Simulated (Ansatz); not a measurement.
Isomers of Hg10Te10 (singlet), relaxed with PBE-D4/def2-SVP; total energies from Ansatz at PBE0-D4/def2-TZVP.

```
isomer                                          description  energy (Eh)
     A  point group not assigned; 26 × Hg–Te 2.68 to 3.14 Å  -4216.12679
     B  point group not assigned; 24 × Hg–Te 2.68 to 3.23 Å  -4216.12237
```

In the def2 sets Hg, Te take a core potential; there is no spin–orbit coupling. Single mean-field runs in def2-TZVP are fitted with def2-universal-jkfit.

Q: Work out the relative energies (1 Eh = 2625.5 kJ/mol) and the Boltzmann populations at 298 K from electronic energies alone (R = 8.314 J/mol/K).

A: ΔE: A 0.0, B 11.6 kJ/mol. RT = 2.48 kJ/mol. Factors exp(−ΔE/RT): A 1, B 0.0093; sum 1.009. Populations: A 99.1 %, B 0.9 %. Zero-point energy, vibrational entropy and symmetry numbers are left out and can shift these; an error of 4 kJ/mol changes a ratio by a factor of 5.0. Over the other density-functional and correlated levels in def2 sets, the gap between A and B ranges from 4 to 30 kJ/mol.
